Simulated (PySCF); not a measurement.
# One molecule, several mistakes: BCH6Si2 cation

Calculated results; nothing here was measured. They come from PySCF 2.14.0, an open-source quantum chemistry program, on an isolated molecule that a program drew, which may never have been made. The molecule is BCH6Si2 cation (charge +1, singlet), drawn as the SMILES string `B=C[SiH+][SiH3]`.

Each row is a Hartree-Fock (HF) and frozen-core CCSD(T) single point in the cc-pV(D+d)Z basis, meant for a local HF minimum. Run 1 is clean. Each other run has one planted mistake out of seven kinds, and not every kind appears here: one electron removed, one electron added, multiplicity raised by two, geometry at a saddle point, minimal basis STO-3G, one bond length entered in bohr, all coordinates scaled. The reference is restricted for singlets and unrestricted otherwise, and also for a bond in bohr. Adding or removing an electron swaps singlet and doublet. Electrons count all cores. HOMO and LUMO are orbital energies over both spins, the gradient is its largest component, and the lowest frequency (negative if imaginary) is given only where the gradient is small. Bond lengths are over the 9 bonds as drawn. T1 is the CCSD diagnostic: over 0.02 (restricted) or 0.045 (unrestricted) a single reference is doubtful.

Geometry of the clean run:
```xyz
10
BCH6Si2 cation, angstrom
B    -0.5083    0.3937    0.4911
C     0.4099   -0.6675    0.6323
Si    0.8762   -1.7111   -0.7068
Si    0.0546   -1.5148   -2.9403
H    -1.2753    1.2681    0.3398
H     0.8477   -0.8469    1.6144
H     1.8444   -2.7613   -0.3632
H     1.2422   -1.2725   -3.7743
H    -0.8769   -0.3731   -2.9141
H    -0.6099   -2.7959   -3.2266
```

| run | electrons | basis functions | <S^2> | HOMO (eV) | LUMO (eV) | gradient (hartree/bohr) | lowest frequency (cm^-1) | mean bond (Å) | longest bond (Å) | T1 | HF (hartree) | CCSD(T) (hartree) | mistake |
|---|---|---|---|---|---|---|---|---|---|---|---|---|---|
| 1 | 44 | 104 | 0.000 | -15.21 | -4.50 | 1.4e-05 | 82 | 1.5230 | 2.388 | 0.0151 | -643.61576 | -644.06884 | no fault |
| 2 | 44 | 34 | 0.000 | -13.37 | -1.31 | 2.7e-02 | - | 1.5230 | 2.388 | 0.0132 | -636.23607 | -636.46748 | minimal basis STO-3G |
| 3 | 44 | 104 | 0.000 | -14.30 | -4.54 | 4.4e-02 | - | 1.6388 | 2.569 | 0.0170 | -643.56944 | -644.03505 | all coordinates scaled |
| 4 | 44 | 104 | 0.939 | -11.99 | -5.05 | 4.5e-03 | - | 1.7591 | 4.513 | 0.0441 | -643.51769 | -643.95196 | one bond length entered in bohr |
| 5 | 45 | 104 | 0.878 | -6.27 | 1.94 | 3.1e-02 | - | 1.5230 | 2.388 | 0.0255 | -643.81311 | -644.28325 | one electron added |
| 6 | 44 | 104 | 2.024 | -11.88 | -6.50 | 6.8e-02 | - | 1.5230 | 2.388 | 0.0163 | -643.51898 | -643.94246 | ? |

**Which mistake was planted in run 6, and what did it cost?**

Electrons, basis and geometry are unchanged, and <S^2> is 2.024, beside S(S+1) = 2.00 for a multiplicity of 3. So the mistake is: multiplicity raised by two. Subtracting run 1 and multiplying by 627.51 kcal/mol a hartree, the energy moved by 60.7 kcal/mol in HF and 79.3 kcal/mol in CCSD(T).

